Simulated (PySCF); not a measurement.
Species: C2H5ClOSi.
SMILES: `[SiH3]O/C=C/Cl`

Method: MP2 and CCSD/aug-cc-pVDZ in PySCF, restricted Hartree–Fock reference, 13 core orbitals frozen, non-relativistic, gas phase, PBE0-D3(BJ)/def2-SVP geometry.

E(HF) = -901.95961 Eh.

Problem. How large is the problem?

Solution. 168 basis functions and 56 electrons; 13 orbitals frozen, which leaves o = 15 correlated occupied and v = 140 virtual orbitals. That is o·v = 2100 singles and o·v(o·v + 1)/2 = 2206050 distinct closed-shell doubles amplitudes before symmetry; the costliest CCSD step grows as o²v⁴ = 8.6 × 10^10.

Problem. What are the MP2 and CCSD correlation energies?

Solution. MP2 -0.7216 Eh and CCSD -0.7729 Eh, which gives totals of -902.68117 and -902.73255 Eh. That is 0.701 eV for each correlated electron at CCSD (2029 kJ/mol in all, 0.086 % of the total energy); MP2 gives 93.4 % of the CCSD value.

Problem. What is the T1 diagnostic?

Solution. 0.0125, below the customary warning level of 0.02. It is the norm of the spatial-orbital singles amplitudes over the root of the number of correlated electrons, so the norm is 0.068.

Problem. How does correlation change the dipole moment?

Solution. HF gives 2.40 D and CCSD (unrelaxed density) 2.07 D, a change of -0.33 D.

Connected triples and the basis-set limit are missing.

Shape of the structure used: `[SiH3:1][O:2]/[CH:3]=[CH:4]/[Cl:5]`: Si1–O2–C3–C4 178°.

One conformer stands for the species.
